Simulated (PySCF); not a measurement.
**From computed data to an observable: oscillator strength and radiative lifetime**

CH₄Cl₂OSi₂, SMILES [Si]1(Cl)(Cl)[SiH2]OC1.

The structure is a stationary point at PBE-D3(BJ)/def2-SVP. The structure was generated by enumeration, and PubChem lists no compound with its InChIKey, so it may never have been made.

TDDFT-CAM-B3LYP/def2-SVPD run with PySCF 2.14.0 puts the first singlet state with f over 0.02 at 6.05 eV (vertical), with the transition dipole (0.196, -0.316, 0.000) in atomic units.

Q: Find the oscillator strength, the wavelength and the radiative lifetime that this transition would have in vacuum if emission retraced absorption.

A: 
|μ|² = 0.1383 au, so |μ| = 0.95 D. ΔE = 6.05/27.211 = 0.2223 hartree. f = (2/3) ΔE |μ|² = 0.020 (the program prints 0.020).
λ = 1239.84/6.05 = 205 nm; ν = 48797 cm⁻¹.
Einstein's coefficient A = 0.6670 ν² f s⁻¹ (ν in cm⁻¹) = 3.3e7 s⁻¹, so τ = 1/A = 31 ns. This state is S1. The figure is the radiative limit of this one transition; relaxation, internal conversion, crossing to triplets and a medium change what is measured.
